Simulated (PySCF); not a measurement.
**Mayer bond orders and bond lengths**

C4H7F3OSi2.
Numbering: `[O:1]=[CH:2]/[C:3]([SiH3:4])=[CH:5]/[SiH2:6][C:7]([F:8])([F:9])[F:10]` (hydrogens: H11 on C2; H12, H13, H14 on Si4; H15 on C5; H16, H17 on Si6)

Cartesian coordinates in Å at the GFN2-xTB level; atoms count from 1:
```xyz
17
C4H7F3OSi2 angstrom
O     -3.3948   -1.3180   -0.1540
C     -2.2087   -1.4427   -0.3350
C     -1.2731   -0.3518   -0.0639
Si    -2.2250    1.1709    0.5553
C      0.0418   -0.5255   -0.2539
Si     1.3894    0.7476    0.0425
C      3.0224   -0.2940   -0.1985
F      3.1822   -1.2402    0.7510
F      3.0516   -0.9492   -1.3788
F      4.1364    0.4621   -0.1632
H     -1.7776   -2.3898   -0.7130
H     -2.8902    0.8057    1.8006
H     -1.2267    2.2225    0.7850
H     -3.1556    1.5768   -0.4916
H      0.3699   -1.4988   -0.6195
H      1.4690    1.7861   -0.9834
H      1.4821    1.2501    1.4105
```

Bond orders from the PBE0/pcSseg-1 density (PySCF). The structure is a single GFN2-xTB conformer in the gas phase; no vibrational or solvent corrections.

Q: Where do the orders between heavy atoms depart from those drawn in the SMILES?

A: The largest departure is 0.193, at Si6–C7 (drawn single, 0.807). Drawn single, order below 0.88: C3–Si4 (0.834), C5–Si6 (0.876) and Si6–C7 (0.807).

Q: Give the Mayer order of every bond, beside its length.

A: 
```json
{"bond": "O1–C2", "drawn as": "double", "length (Å)": "1.206", "Mayer order": "1.928"}
{"bond": "C2–C3", "drawn as": "single", "length (Å)": "1.463", "Mayer order": "1.020"}
{"bond": "C3–Si4", "drawn as": "single", "length (Å)": "1.900", "Mayer order": "0.834"}
{"bond": "C3–C5", "drawn as": "double", "length (Å)": "1.340", "Mayer order": "1.814"}
{"bond": "C5–Si6", "drawn as": "single", "length (Å)": "1.877", "Mayer order": "0.876"}
{"bond": "Si6–C7", "drawn as": "single", "length (Å)": "1.952", "Mayer order": "0.807"}
{"bond": "C7–F8", "drawn as": "single", "length (Å)": "1.350", "Mayer order": "0.961"}
{"bond": "C7–F9", "drawn as": "single", "length (Å)": "1.350", "Mayer order": "0.953"}
{"bond": "C7–F10", "drawn as": "single", "length (Å)": "1.347", "Mayer order": "0.975"}
{"bond": "C2–H11", "drawn as": "single", "length (Å)": "1.107", "Mayer order": "0.958"}
{"bond": "Si4–H12", "drawn as": "single", "length (Å)": "1.458", "Mayer order": "0.946"}
{"bond": "Si4–H13", "drawn as": "single", "length (Å)": "1.468", "Mayer order": "0.905"}
{"bond": "Si4–H14", "drawn as": "single", "length (Å)": "1.458", "Mayer order": "0.946"}
{"bond": "C5–H15", "drawn as": "single", "length (Å)": "1.090", "Mayer order": "0.922"}
{"bond": "Si6–H16", "drawn as": "single", "length (Å)": "1.462", "Mayer order": "0.944"}
{"bond": "Si6–H17", "drawn as": "single", "length (Å)": "1.460", "Mayer order": "0.948"}
```

Bonds between the same two heavy elements. C–C: lowest C2–C3 (1.020, 1.463 Å), highest C3–C5 (1.814, 1.340 Å). C–Si: lowest Si6–C7 (0.807, 1.952 Å), highest C5–Si6 (0.876, 1.877 Å). C–F: lowest C7–F9 (0.953, 1.350 Å), highest C7–F10 (0.975, 1.347 Å).

Q: Sum the orders of all bonds at each heavy atom with more than one neighbour and set the sums beside the valence in the SMILES.

A: C2 3.906 (drawn 4), C3 3.668 (drawn 4), Si4 3.631 (drawn 4), C5 3.612 (drawn 4), Si6 3.575 (drawn 4), C7 3.696 (drawn 4). Orders between atoms that aren't bonded are not in these sums.

Mayer orders depend on the basis set.
